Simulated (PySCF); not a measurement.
H₄Si₂, neutral, multiplicity 1. Atoms are numbered in the order given.

```xyz
6

Si     0.1086    -1.3054     0.0000
H     -1.4115    -1.3279     0.0000
Si     0.0036     1.0603     0.0000
H     -0.7433     1.5116     1.2074
H     -0.7433     1.5116    -1.2074
H      1.3269     1.7366     0.0000
```

Coordinates come from a ωB97X-D3(BJ)/def2-TZVP optimisation. The isomer is the one that the SMILES or the coordinates give; other isomers of the formula were not compared.

Level of theory: PySCF with TDDFT-PBE/def2-TZVPD.

Vertical excitations. Isolated molecule, no solvent. State labels are in the subgroup Cs.

```csv
state,symmetry,energy (eV),λ (nm),f,main pairs
S1,A",1.80,688,0.003,HOMO→LUMO 101 %
S2,A",3.22,385,0.002,HOMO−1→LUMO 99 %
S3,A",4.38,283,0.005,HOMO−2→LUMO 98 %
S4,A',4.65,267,0.014,HOMO−3→LUMO 95 %
S5,A',5.33,233,0.017,"HOMO→LUMO+2 54 %, HOMO→LUMO+1 44 %"
S6,A',5.62,221,0.313,"HOMO→LUMO+2 41 %, HOMO→LUMO+1 40 %, HOMO→LUMO+5 10 %"
S7,A",5.81,213,0.006,HOMO→LUMO+3 98 %
S8,A',6.02,206,0.080,HOMO→LUMO+4 85 %
S9,A',6.25,199,0.093,HOMO→LUMO+5 76 %
S10,A',6.88,180,0.039,HOMO−1→LUMO+1 78 %
T1,A",0.82,1519,0,HOMO→LUMO 99 %
T2,A",2.55,486,0,HOMO−1→LUMO 98 %
T3,A",4.16,298,0,HOMO−2→LUMO 99 %
T4,A',4.17,297,0,HOMO−3→LUMO 100 %
```
Triplets are in the Tamm–Dancoff approximation, which puts them higher than full response would, so one can lie above its singlet here.
